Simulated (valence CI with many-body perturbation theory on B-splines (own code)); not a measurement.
# Hyperfine factors and g values of Tm XXIX

Calculated by relativistic CI+MBPT: five valence electrons over a frozen Dirac-Fock core [Kr], a basis of 7 s, 7 p, 8 d, 6 f, 4 g, 1 h functions for each j, with the one-electron correlation potential Σ1 (screened to all orders), the two-electron term Σ2, the three-electron term Σ3, Breit, model QED; selected single and double excitations, second order for the rest, scaled by the run's own slope (own B-spline code, finite nucleus).

No measured spectrum was set against this ion. As an estimate, large intervals hold to a few tenths of a per cent, small ones and those within an open d or f shell to about a per cent. The list stops below the first excitations out of the core.

A/g_I is the dipole constant over the nuclear g factor μ/I (μ in nuclear magnetons, uniformly magnetised nucleus), B/Q the quadrupole constant per barn. Both hold the static response of the core; the bare values leave it out. Large factors of s and p1/2 electrons are usually good to 5 to 10 %; those of open d and f shells near neutrality can be off by tens of per cent, and small factors of p3/2, d and f electrons come from cancelling terms and can be off by a factor of two or in sign, in half-filled shells by more. B is blank for J = 1/2, where it vanishes, and for nearly pure S terms. Energies count from the lowest level.

Levels are named by their leading jj configuration (3d3/2^4 stands for four electrons in 3d with j = 3/2), which in mixed levels can hold well under half, so a name can repeat and another be missing. Letters in brackets count levels of one name in rising energy.

| Level | E (cm⁻¹) | g | A/g_I (MHz) | A/g_I bare | B/Q (MHz/b) | B/Q bare |
| --- | --- | --- | --- | --- | --- | --- |
| (4d3/2^4 4d5/2) J=5/2 | 0 | 1.481 | 4210 | 5000 | 8870 | 8470 |
| (4d3/2^3 4d5/2^2) J=5/2 [a] | 63757 | 1.292 | 3940 | 4360 | 6520 | 6240 |
| (4d3/2^3 4d5/2^2) J=7/2 [a] | 96771 | 1.155 | 7530 | 7670 | 13700 | 13100 |
| (4d3/2^3 4d5/2^2) J=3/2 [a] | 99993 | 1.226 | 8890 | 9160 | 10900 | 10500 |
| (4d3/2^3 4d5/2^2) J=11/2 | 103390 | 1.132 | 9510 | 9590 | -297 | -345 |
| (4d3/2^3 4d5/2^2) J=9/2 | 112900 | 1.150 | 8510 | 8630 | 12800 | 12300 |
| (4d3/2^3 4d5/2^2) J=5/2 [b] | 118050 | 1.141 | 8690 | 8790 | 1320 | 1290 |
| (4d3/2^3 4d5/2^2) J=1/2 | 123370 | 1.814 | -5200 | -3700 |  |  |
| (4d3/2^3 4d5/2^2) J=7/2 [b] | 134050 | 1.101 | 10300 | 10300 | -13100 | -12600 |
| (4d3/2^2 4d5/2^3) J=5/2 [a] | 160770 | 1.240 | 4150 | 4470 | 575 | 554 |
| (4d3/2^3 4d5/2^2) J=3/2 [b] | 166650 | 0.786 | 17100 | 16400 | -11900 | -11400 |
| (4d3/2^2 4d5/2^3) J=7/2 [a] | 177810 | 1.217 | 6460 | 6710 | -2050 | -1970 |
| (4d3/2^2 4d5/2^3) J=11/2 | 182520 | 1.076 | 9650 | 9620 | 483 | 475 |
| (4d3/2^2 4d5/2^3) J=9/2 [a] | 187500 | 1.147 | 8180 | 8290 | -2210 | -2130 |
| (4d3/2^2 4d5/2^3) J=1/2 [a] | 192430 | 0.599 | 24200 | 23200 |  |  |
| (4d3/2^2 4d5/2^3) J=13/2 | 198090 | 1.074 | 10200 | 10200 | -8.87 | 1.86 |
| (4d3/2^2 4d5/2^3) J=3/2 [a] | 198960 | 1.197 | 7890 | 8110 | 709 | 669 |
| (4d3/2^2 4d5/2^3) J=5/2 [b] | 203110 | 1.016 | 11300 | 11100 | -2540 | -2410 |
| (4d3/2^2 4d5/2^3) J=9/2 [b] | 219670 | 1.109 | 9240 | 9270 | 806 | 776 |
| (4d3/2^2 4d5/2^3) J=7/2 [b] | 224260 | 0.989 | 12600 | 12400 | -800 | -768 |
| (4d3/2^2 4d5/2^3) J=5/2 [c] | 227720 | 1.042 | 10700 | 10600 | 2660 | 2530 |
| (4d3/2^2 4d5/2^3) J=3/2 [b] | 234070 | 0.828 | 15900 | 15300 | 1190 | 1160 |
| (4d3/2^2 4d5/2^3) J=1/2 [b] | 244880 | 1.832 | -5870 | -4340 |  |  |
| (4d3/2^2 4d5/2^3) J=7/2 [c] | 245920 | 1.052 | 11300 | 11200 | 1620 | 1550 |
| (4d3/2^2 4d5/2^3) J=9/2 [c] | 266280 | 1.104 | 9350 | 9370 | 8060 | 7760 |
| (4d3/2 4d5/2^4) J=5/2 [a] | 271460 | 1.244 | 4610 | 4930 | -6980 | -6680 |
| (4d3/2 4d5/2^4) J=7/2 [a] | 294400 | 1.193 | 7030 | 7240 | -17200 | -16500 |
| (4d3/2 4d5/2^4) J=11/2 | 302140 | 1.069 | 9990 | 9940 | -137 | -61.1 |
| (4d3/2 4d5/2^4) J=3/2 [a] | 302530 | 0.969 | 9880 | 9630 | -9980 | -9590 |
| (4d3/2^2 4d5/2^3) J=5/2 [d] | 308320 | 1.136 | 7650 | 7740 | 7100 | 6850 |
| (4d3/2^2 4d5/2^3) J=3/2 [c] | 308850 | 1.160 | 8860 | 9000 | -8130 | -7810 |
| (4d3/2 4d5/2^4) J=9/2 | 321540 | 1.113 | 8820 | 8860 | -19400 | -18600 |
| (4d3/2 4d5/2^4) J=5/2 [b] | 332630 | 1.112 | 8720 | 8760 | 856 | 832 |
| (4d3/2 4d5/2^4) J=7/2 [b] | 339890 | 0.987 | 11600 | 11300 | 17900 | 17200 |
| (4d3/2 4d5/2^4) J=1/2 | 364610 | 1.080 | -1100 | -1070 |  |  |
| (4d3/2 4d5/2^4) J=3/2 [b] | 403670 | 0.879 | 16500 | 16100 | 17200 | 16500 |
| (4d5/2^5) J=5/2 | 416830 | 1.156 | 7010 | 7150 | -18400 | -17600 |

(1) Take the isotope of mass number 169, with I = 1/2, μ = -0.231 μN. What is the hyperfine structure of (4d3/2^3 4d5/2^2) J=5/2 [b]?

Answers

(1) From the table A = -4010 MHz. Shifts from the centre of gravity in MHz: F = 2: 7020, F = 3: -5010.
